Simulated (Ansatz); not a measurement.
`F[Si]1([SiH3])[O][GeH2]1`, charge 0, multiplicity 1.

**Question.** Give a relaxed structure at PBE0-D4/def2-TZVP (the Gaussian-basis code of Ansatz). (Estimate.)

**Answer.** The calculation gave: 
Z-matrix (Å, degrees):
```
Si
Si 1 2.337
O 1 1.631 2 119.2
F 1 1.596 2 108.5 3 135.0
Ge 1 2.268 2 127.5 3 -67.5
H 2 1.486 1 110.1 3 -68.9
H 2 1.485 1 109.1 3 170.4
H 2 1.485 1 107.7 3 51.1
H 5 1.536 1 122.7 2 -175.1
H 5 1.537 1 124.5 2 21.7
```
This is one stationary point; other conformers may exist.
